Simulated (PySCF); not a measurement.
A calculated (BHandHLYP, PySCF 2.14, aug-cc-pCVDZ, no relativity, point nucleus) atom or ion has these occupied shells.

| shell | electrons | orbital energy (eV) | rms radius, mean of both spins (bohr) |
| --- | --- | --- | --- |
| 1s β | 1 | -1299.0 | 0.152 |
| 1s α | 1 | -1298.9 | 0.152 |
| 2s β | 1 | -93.459 | 0.760 |
| 2s α | 1 | -93.251 | 0.760 |
| 2p β | 3 | -56.886 | 0.775 |
| 2p α | 3 | -56.841 | 0.775 |
| 3s β | 1 | -7.254 | 3.24 |
| 3p α | 1 | -3.034 | 4.84 |

Task: Name the element and its charge.

Result: Mg (magnesium, neutral), in [Ne] 3s1 3p1, 3s spin antiparallel (an excited configuration).
